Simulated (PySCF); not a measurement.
Precursor series Zn OH-Br. All species are isolated molecules in the gas phase. One relaxed conformer stands for each flexible species; it need not be the lowest.

The HOMO–LUMO gap from two functionals at the same geometries (BP86-D3(BJ)/def2-SVP), both in PySCF: PBE-D3(BJ)/def2-TZVP and B3LYP-D3(BJ)/def2-TZVP. B3LYP has the VWN-RPA correlation part, as in Gaussian. 

```tsv
species	PBE-D3(BJ)/def2-TZVP (eV)
0 of 2 OH replaced by Br ([Zn(OH)2])	4.72
1 of 2 OH replaced by Br	4.51
2 of 2 OH replaced by Br	4.57
```

Task: What does B3LYP-D3(BJ)/def2-TZVP give for each?

Result: 
- 0 of 2 OH replaced by Br ([Zn(OH)2]): 6.64
- 1 of 2 OH replaced by Br: 6.26
- 2 of 2 OH replaced by Br: 6.13
Over these rows, drawn at random from the members with no instability flagged (it was tested for open shells, ions and some series alone), PBE minus B3LYP-D3(BJ): mean -1.74 eV, from -1.92 eV to -1.56 eV.
